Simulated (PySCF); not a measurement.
From one molecule to another.

First species: C6H7NO.
SMILES with atom numbers: `[OH:1][CH2:2][c:3]1[cH:4][cH:5][cH:6][cH:7][n:8]1` (hydrogens: H9 on O1; H10, H11 on C2; H12 on C4; H13 on C5; H14 on C6; H15 on C7)

Second species: C6H7NO.
Numbering: `[CH2:1]=[C:2]=[C:3]=[CH:4][C:5](=[O:6])[NH:7][CH3:8]` (hydrogens: H9, H10 on C1; H11 on C4; H12 on N7; H13, H14, H15 on C8)

Levels: wB97X-D/def2-SVPD for dipole moment, HOMO energy, LUMO energy, HOMO–LUMO gap, static isotropic polarisability and electronic spatial extent ⟨r²⟩ about the centre of nuclear charge; TDDFT wB97X-D/def2-SVPD for lowest singlet excitation; TDA wB97X-D/def2-SVPD for lowest triplet excitation (Tamm–Dancoff); GFN2-xTB for rotational constant A and rotational constant C. Geometries: GFN2-xTB. Each species is one conformer at its optimised geometry, gas phase, non-relativistic unless stated; the electronic structure was computed with PySCF and density fitting.

Dipoles, sizes and rotational constants follow the conformer. The torsions of the flexible species, by atom-mapped SMILES:
- `[OH:1][CH2:2][c:3]1[cH:4][cH:5][cH:6][cH:7][n:8]1`: O1–C2–C3–C4 180°, H–O1–C2–C3 0°
- `[CH2:1]=[C:2]=[C:3]=[CH:4][C:5](=[O:6])[NH:7][CH3:8]`: C3–C4–C5–O6 179°, C4–C5–N7–C8 180°

Values for the first species:

```
Dipole moment                                                     : 3.98 D
HOMO energy                                                       : -9.19 eV
LUMO energy                                                       : 0.69 eV
HOMO–LUMO gap                                                     : 9.88 eV
Lowest singlet excitation                                         : 5.44 eV
Lowest triplet excitation (Tamm–Dancoff)                          : 4.32 eV
Static isotropic polarisability                                   : 78.6 au
Electronic spatial extent ⟨r²⟩ about the centre of nuclear charge : 939 bohr²
Rotational constant A                                             : 5.107 GHz
Rotational constant C                                             : 1.227 GHz
```

Problem. Estimate the same properties for the second species, and the change in each.

Solution. 
```json
{"property": "dipole moment", "first": "3.98 D", "second": "4.59 D", "second less first": "+0.61 D"}
{"property": "HOMO energy", "first": "-9.19 eV", "second": "-9.10 eV", "second less first": "+0.09 eV"}
{"property": "LUMO energy", "first": "0.69 eV", "second": "-0.76 eV", "second less first": "-1.45 eV"}
{"property": "HOMO–LUMO gap", "first": "9.88 eV", "second": "8.34 eV", "second less first": "-1.54 eV"}
{"property": "lowest singlet excitation", "first": "5.44 eV", "second": "3.77 eV", "second less first": "-1.67 eV"}
{"property": "lowest triplet excitation (Tamm–Dancoff)", "first": "4.32 eV", "second": "2.61 eV", "second less first": "-1.71 eV"}
{"property": "static isotropic polarisability", "first": "78.6 au", "second": "96.4 au", "second less first": "+17.8 au"}
{"property": "electronic spatial extent ⟨r²⟩ about the centre of nuclear charge", "first": "939 bohr²", "second": "1281 bohr²", "second less first": "+342 bohr²"}
{"property": "rotational constant A", "first": "5.107 GHz", "second": "4.291 GHz", "second less first": "-0.816 GHz"}
{"property": "rotational constant C", "first": "1.227 GHz", "second": "0.868 GHz", "second less first": "-0.359 GHz"}
```

On the first: S1 lies 4.44 eV below the HOMO–LUMO gap; its leading configuration is HOMO−1→LUMO, weight 0.98. A dipole of 3.98 D is allowed in Cs, and pure rotational transitions are dipole-allowed.

On the second: The polarisability is 14.28 Å³ as a volume (1 au = 0.148185 Å³), or 1.66 au for each of the 58 electrons. S1 lies 4.57 eV below the HOMO–LUMO gap; its leading configuration is HOMO−1→LUMO, weight 0.78.
